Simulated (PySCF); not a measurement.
Cl₂GaH₃N, SMILES [Ga+](<-[NH3])([Cl])[Cl] (connectivity only; charge and spin as stated), charge +1, multiplicity 1. Atoms are numbered in the order given.

```xyz
7

Ga    -0.0004    -0.0348    -0.0094
Cl     1.4010     0.9913    -1.1775
Cl    -1.4043     0.3206     1.5022
N      0.0073    -2.0109    -0.4935
H     -0.5597    -2.1988    -1.3325
H     -0.3790    -2.5940     0.2613
H      0.9552    -2.3534    -0.7023
```
Charge +1, spin multiplicity 1.

Coordinates come from a B3LYP-D3(BJ)/def2-SVP optimisation. The multiplicity is an assumed one; no other spin state was optimised. The isomer is the one that the SMILES or the coordinates give; other isomers of the formula were not compared.

All values below come from PBE/def2-TZVP run with PySCF.

```json
{
  "total_energy": "-2901.00095 hartree",
  "highest_occupied_level": "-12.74 eV",
  "lowest_empty_level": "-7.85 eV",
  "orbital_gap": "4.89 eV",
  "dipole_moment_about_the_centre_of_nuclear_charge": "6.78 D",
  "mean_static_polarisability": "56.2 bohr³ (8.33 Å³)",
  "polarisability_principal_values": "39.5, 54.8, 74.4 bohr³"
}
```
